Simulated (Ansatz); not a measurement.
Consider the atomization: `C#[C][Al]([OH])[OH]` → Al• + 2 C• + 3 H• + 2 O•.

Program: Ansatz. Geometries: PBE0-D4/def2-TZVP. ΔE: electronic, gas phase. CBS: MP2 limit from def2 TZ/QZ plus the TZ coupled-cluster correction, frozen cores. This one scheme is used for every species, atoms too. DFT in def2-TZVPP. B3LYP here is the variant with VWN-RPA as its local correlation; programs differ in this. No spin–orbit coupling; open shells (•) take unrestricted orbitals. Spin–orbit coupling would lower the free atoms: a little for Al, C, O. Each species was taken in one conformer, which may not be the lowest.

```csv
level,ΔE (kJ/mol),difference from CCSD(T)/CBS
LDA (SPW92),3942.4,487.9
B3LYP-D4,3417.1,-37.4
r2SCANh-D4,3408.7,-45.8
BHLYP-D4,3275.2,-179.3
CAM-B3LYP-D4,3438.4,-16.1
PBE-QIDH,3401.7,-52.8
HF/def2-SVP,2428.2,-1026.3
MP2/def2-SVP,3334.2,-120.3
CCSD/def2-SVP,3176.9,-277.6
MP2/def2-TZVPP,3481.9,27.4
CCSD(T)/CBS,3454.5,0
```

Largest T1 diagnostic among the species: 0.018.

Leaving LDA and LC-ωPBE aside and taking each functional with its dispersion term where it has one, the values, not all of them listed here, spread over 234.8 kJ/mol, from BHLYP-D4 to PBE-D4. LDA lies +446.0 kJ/mol from PBE without D4, its usual overbinding. At CCSD(T), def2-SVP lies −234.6 kJ/mol from the extrapolated value and def2-TZVPP −105.6 kJ/mol: correlation converges slowly with the basis, and small sets miss more of it in the bonded molecule than in its fragments.

For atomizations the MP2-based limit and the directly extrapolated one differ by several kJ/mol either way, and by 10 to 25 for some Ge, Se and Sn compounds, so smaller differences from it don't rank the levels.
